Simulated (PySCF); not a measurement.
**Orbital picture of AlPb⁺**

UHF at R = 3.067 Å; basis Al cc-pV(D+d)Z, Pb cc-pVDZ-PP with ECP60; scalar-relativistic core potentials; PySCF 2.14. State: ³Π (triplet), unpaired electrons σ ↑, π ↑. Only the outer orbitals are listed, counted within each symmetry, core potentials removing the inner ones.

```csv
spin,orbital,occ.,ε (eV),on Al (%),main shells (%)
α,7σ,1,-22.49,8,91 Pb s
α,8σ,1,-16.97,82,"82 Al s, 11 Pb p"
α,9σ,1,-12.32,48,"50 Pb p, 40 Al p"
α,4π,1,-11.91,7,93 Pb p
α,4π,0,-5.47,30,"70 Pb p, 29 Al p"
α,5π,0,-4.10,93,93 Al p
α,5π,0,-3.64,71,"70 Al p, 29 Pb p"
β,7σ,1,-19.75,12,"87 Pb s, 10 Al s"
β,8σ,1,-15.47,86,"85 Al s, 12 Pb s"
β,4π,0,-5.00,43,"57 Pb p, 42 Al p"
β,9σ,0,-4.57,50,"49 Pb p, 43 Al p"
β,4π,0,-4.43,67,"66 Al p, 32 Pb p"
```

Which are the highest filled and the lowest empty level, where do they sit, and how wide is the gap?

Highest filled α 4π at -11.91 eV (in %: 93 Pb p); lowest empty α 4π at -5.47 eV (in %: 70 Pb p, 29 Al p); the gap at UHF is 6.44 eV. Both belong to one degenerate shell, split only by its one-sided filling, so this is no excitation gap.

```json
{
 "bond order (Mayer)": "0.66",
 "⟨S²⟩": "2.046",
 "charge on Al (Mulliken, basis-dependent)": "0.57",
 "charge on Al (Löwdin, basis-dependent)": "0.55",
 "dipole moment (positive dipole points towards Pb; it is taken about the centre of mass and depends on that origin)": "-6.24 D",
 "polarisability along the bond": "138.7 bohr³",
 "polarisability across the bond": "50.8 bohr³"
}
```

These are scalar-relativistic numbers at best; spin–orbit coupling would shift them, the dissociation energy most. The state is the lowest determinant that a PBE0 search found; another state may lie lower at other levels.
